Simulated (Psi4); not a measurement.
Psi4 input (wB97X-D/6-31G*):

```
memory 1500 MB

molecule {
0 2
C    -2.69711375   -0.62612017   -0.37258293
C    -1.49180628    0.04625767    0.27804976
C    -0.20455478   -0.15681830   -0.51215750
C     1.04059849    0.43026325    0.17351789
C     2.29424883    0.41122585   -0.70711859
O     1.26304928   -0.09504818    1.41588317
H    -2.54706151   -1.70531446   -0.45393630
H    -3.60584372   -0.46025681    0.20855354
H    -2.87124053   -0.24043700   -1.38021641
H    -1.34903774   -0.34055152    1.28920875
H    -1.68329691    1.11969702    0.38282622
H    -0.29723841    0.29200769   -1.50588836
H    -0.02567887   -1.22578383   -0.66834118
H     0.81297637    1.49348935    0.41594086
H     3.13738382    0.84937537   -0.17419705
H     2.12911395    0.96734942   -1.63115173
H     2.54729416   -0.61803949   -0.96811555
symmetry c1
no_reorient
no_com
}

set {
  basis 6-31G*
  reference uks
  scf_type pk
  dft_radial_points 99
  dft_spherical_points 590
  e_convergence 1e-8
  d_convergence 1e-7
  maxiter 150
}

e = energy('wb97x-d')
print_out(f'\nFINAL {e:.10f} DIPOLE {variable("CURRENT DIPOLE")[0]:.6f} {variable("CURRENT DIPOLE")[1]:.6f} {variable("CURRENT DIPOLE")[2]:.6f}\n')
```

Output:

```
   => Loading Basis Set <=

    Name: 6-31G*
    Role: ORBITAL
    Keyword: BASIS
    atoms 1-5  entry C          line   111 file 6-31gs.gbs
    atoms 6    entry O          line   145 file 6-31gs.gbs
    atoms 7-17 entry H          line    44 file 6-31gs.gbs

   => WB97X-D: Empirical Dispersion <=

    Chai and Head-Gordon Dispersion Correction
    Chai, J.-D.; Head-Gordon, M. (2010), J. Chem. Phys., 132: 6615-6620

        s6 =       1.000000

         ---------------------------------------------------------
                                   SCF
               by Justin Turney, Rob Parrish, Andy Simmonett
                          and Daniel G. A. Smith
                              UKS Reference
         ---------------------------------------------------------

  ==> Geometry <==

    Molecular point group: c1
    Full point group: C1

    Geometry (in Angstrom), charge = 0, multiplicity = 2:

       Center              X                  Y                   Z               Mass
    ------------   -----------------  -----------------  -----------------  -----------------
         C           -2.697113750000    -0.626120170000    -0.372582930000    12.000000000000
         C           -1.491806280000     0.046257670000     0.278049760000    12.000000000000
         C           -0.204554780000    -0.156818300000    -0.512157500000    12.000000000000
         C            1.040598490000     0.430263250000     0.173517890000    12.000000000000
         C            2.294248830000     0.411225850000    -0.707118590000    12.000000000000
         O            1.263049280000    -0.095048180000     1.415883170000    15.994914619570
         H           -2.547061510000    -1.705314460000    -0.453936300000     1.007825032230
         H           -3.605843720000    -0.460256810000     0.208553540000     1.007825032230
         H           -2.871240530000    -0.240437000000    -1.380216410000     1.007825032230
         H           -1.349037740000    -0.340551520000     1.289208750000     1.007825032230
         H           -1.683296910000     1.119697020000     0.382826220000     1.007825032230
         H           -0.297238410000     0.292007690000    -1.505888360000     1.007825032230
         H           -0.025678870000    -1.225783830000    -0.668341180000     1.007825032230
         H            0.812976370000     1.493489350000     0.415940860000     1.007825032230
         H            3.137383820000     0.849375370000    -0.174197050000     1.007825032230
         H            2.129113950000     0.967349420000    -1.631151730000     1.007825032230
         H            2.547294160000    -0.618039490000    -0.968115550000     1.007825032230

  Running in c1 symmetry.

  Rotational constants: A =      0.25558  B =      0.05784  C =      0.05061 [cm^-1]
  Rotational constants: A =   7662.11032  B =   1734.09946  C =   1517.31002 [MHz]
  Nuclear repulsion =  243.894524335465320

  Charge       = 0
  Multiplicity = 2
  Electrons    = 49
  Nalpha       = 25
[...]
     101A      2.637051   102A      2.677001   103A      2.712874
     104A      2.832378   105A      2.902423   106A      2.966427
     107A      3.791115   108A      4.231661   109A      4.320386
     110A      4.417840   111A      4.530740   112A      4.655014

    Beta Occupied:

       1A    -19.284510     2A    -10.354095     3A    -10.293622
       4A    -10.289742     5A    -10.289248     6A    -10.282392
       7A     -1.073273     8A     -0.889474     9A     -0.837641
      10A     -0.781155    11A     -0.689381    12A     -0.656153
      13A     -0.564288    14A     -0.536755    15A     -0.530396
      16A     -0.509496    17A     -0.484554    18A     -0.470183
      19A     -0.458484    20A     -0.440264    21A     -0.422637
      22A     -0.412545    23A     -0.407534    24A     -0.333815

    Beta Virtual:

      25A     -0.045448    26A      0.174119    27A      0.190913
      28A      0.203121    29A      0.225821    30A      0.236860
      31A      0.247423    32A      0.254322    33A      0.258047
      34A      0.270404    35A      0.278468    36A      0.283859
      37A      0.303005    38A      0.334788    39A      0.340234
      40A      0.352050    41A      0.358140    42A      0.578210
      43A      0.592015    44A      0.616592    45A      0.637457
      46A      0.663513    47A      0.674236    48A      0.684366
      49A      0.733718    50A      0.739766    51A      0.765846
      52A      0.793290    53A      0.820776    54A      0.868982
      55A      0.897744    56A      0.919904    57A      0.948782
      58A      0.986799    59A      0.992965    60A      0.999687
      61A      1.011039    62A      1.013214    63A      1.026104
      64A      1.042888    65A      1.049915    66A      1.071965
      67A      1.076791    68A      1.087640    69A      1.151970
      70A      1.171673    71A      1.202539    72A      1.367871
      73A      1.440290    74A      1.489306    75A      1.498078
      76A      1.518515    77A      1.616057    78A      1.741958
      79A      1.770790    80A      1.798325    81A      1.849178
      82A      1.890735    83A      1.940446    84A      1.975332
      85A      2.002081    86A      2.022377    87A      2.047340
      88A      2.061870    89A      2.083927    90A      2.105357
      91A      2.160587    92A      2.289610    93A      2.302643
      94A      2.306721    95A      2.330314    96A      2.356232
      97A      2.439242    98A      2.450605    99A      2.499875
     100A      2.560390   101A      2.641084   102A      2.687095
     103A      2.714438   104A      2.836030   105A      2.903722
     106A      2.980641   107A      3.824530   108A      4.232475
     109A      4.321291   110A      4.418596   111A      4.530891
     112A      4.655129

    Final Occupation by Irrep:
              A
    DOCC [    24 ]
    SOCC [     1 ]
    NA   [    25 ]
    NB   [    24 ]

  @UKS Final Energy:  -272.23156868299998

   => Energetics <=

    Nuclear Repulsion Energy =            243.8945243354653201
    One-Electron Energy =                -850.7044888428742979
    Two-Electron Energy =                 361.7327297090249090
    DFT Exchange-Correlation Energy =     -27.1456424873411173
    Empirical Dispersion Energy =          -0.0086913972748557
    VV10 Nonlocal Energy =                  0.0000000000000000
    Total Energy =                       -272.2315686829999777

  UHF NO Occupations:
  HONO-2 :   23  A 1.9994695
  HONO-1 :   24  A 1.9992659
  HONO-0 :   25  A 1.0000000
  LUNO+0 :   26  A 0.0007341
  LUNO+1 :   27  A 0.0005305
  LUNO+2 :   28  A 0.0002094
  LUNO+3 :   29  A 0.0001784

Computation Completed

Properties will be evaluated at   0.000000,   0.000000,   0.000000 [a0]

Properties computed using the SCF density matrix

 Multipole Moments:

 ------------------------------------------------------------------------------------
     Multipole            Electronic (a.u.)      Nuclear  (a.u.)        Total (a.u.)
 ------------------------------------------------------------------------------------

 L = 1.  Multiply by 2.5417464519 to convert [e a0] to [Debye]
 Dipole X            :         -0.1511407           -0.0000002           -0.1511408
 Dipole Y            :          0.3012992            0.0000002            0.3012994
 Dipole Z            :         -0.6615181           -0.0000001           -0.6615182
 Magnitude           :                                                    0.7424495

 ------------------------------------------------------------------------------------

FINAL -272.2315686830 DIPOLE -0.151141 0.301299 -0.661518

*** Psi4 exiting successfully. Buy a developer a beer!
```

The geometry given is a B3LYP-D3(BJ)/def2-TZVP minimum.
